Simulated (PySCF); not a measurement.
Ligands exchanged one at a time, Ge OH-H. Isolated molecules, 0 K electronic values unless said otherwise. One relaxed conformer stands for each flexible species; it need not be the lowest. Strings in code marks are SMILES.

Level of theory: PySCF with PBE-D3(BJ)/def2-TZVP. Excitations are Tamm–Dancoff values on a coarser integration grid. The basis has no diffuse functions, so Rydberg states are missing or too high.

| species | LUMO (eV) | S1–T1 gap (TDA) (eV) | HOMO (eV) | T1 excitation (TDA) (eV) | S1 oscillator strength |
|---|---|---|---|---|---|
| 1 of 4 OH replaced by H (`[OH][GeH]([OH])[OH]`) | -0.95 | … | -7.18 | 6.00 | 0.059 |
| 2 of 4 OH replaced by H | -0.76 | 0.55 | -7.05 | 6.03 | 0.022 |
| 3 of 4 OH replaced by H (`[GeH3][OH]`) | … | 0.43 | … | 5.69 | 0.006 |
| 4 of 4 OH replaced by H | – | – | … | – | – |

### Question
Some entries are withheld; supply them.

### Answer

- 1 of 4 OH replaced by H (`[OH][GeH]([OH])[OH]`), S1–T1 gap (TDA) (eV): 0.47
- 3 of 4 OH replaced by H (`[GeH3][OH]`), LUMO (eV): -0.85
- 3 of 4 OH replaced by H (`[GeH3][OH]`), HOMO (eV): -6.79
- 4 of 4 OH replaced by H, HOMO (eV): -8.33
